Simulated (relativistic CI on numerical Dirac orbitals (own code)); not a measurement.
# The 4d ions of charge 6+

Calculated at this level of theory: Dirac-Coulomb-Breit CI, orbitals from a KLI potential per configuration, QED by a radiative potential, valence Slater integrals scaled by 0.85 (own radial code, finite nucleus).

Each species is treated in one configuration, given outside its closed core, with all valence electrons in the open shell. Radial values are for the open shell of highest l, unscaled and averaged over j; ζ includes the Breit term. Labels give the leading LS character, summed over repeated terms.

```
 Ion  Configuration  Its lowest level  LS weight (%)    g_J  g√(J(J+1))  F² (cm⁻¹)  F⁴ (cm⁻¹)  ⟨r⟩ (bohr)  ⟨r²⟩ (bohr²)
Tc⁶⁺             4d            2D_3/2            100  0.799        1.55                             1.326         2.017
Ru⁶⁺            4d2              3F_2             97  0.674        1.65      80570      53770       1.268         1.848
Rh⁶⁺            4d3            4F_3/2             97  0.409        0.79      83910      55960       1.215           1.7
Pd⁶⁺            4d4              5D_0             94               0.00      87240      58150       1.166         1.569
Ag⁶⁺            4d5            6S_5/2             98  1.992        5.89      90540      60330       1.122         1.453
Cd⁶⁺            4d6              5D_4             96  1.489        6.66      93830      62490       1.081         1.351
```
